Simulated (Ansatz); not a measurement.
```xyz
12

S     1.8290    1.3306   -0.1462
C     0.1502    0.6530   -0.1139
C    -0.1015   -0.4448   -1.1733
B    -0.9672   -1.1448   -0.0625
C    -0.2856   -0.2675    1.0498
H     1.7094    2.1491    0.9127
H    -0.5597    1.4710   -0.2459
H     0.8154   -1.0302   -1.3277
H    -0.4855   -0.1565   -2.1520
H    -1.8652   -1.9330   -0.0792
H     0.5895   -0.7960    1.4490
H    -0.8288    0.1690    1.8891
```

Charge 0, multiplicity 1.

**Question.** List the B3LYP/def2-TZVPP orbital energies in eV (Ansatz). (Estimate.)

**Answer.** The calculation gave: Occupied: -2417.62, -277.95, -276.53, -276.44, -215.61, -183.92, -160.19, -160.10, -159.94, -22.84, -19.73, -18.21, -15.75, -13.41, -13.20, -11.75, -10.83, -10.76, -9.90, -8.93, -8.48, -8.14, -6.42. Lowest empty: -1.54, 0.30, 1.17, 1.26, 1.44, 1.77, 2.09, 3.16.

B3LYP here is the variant with VWN-RPA as its local correlation; programs differ in this.
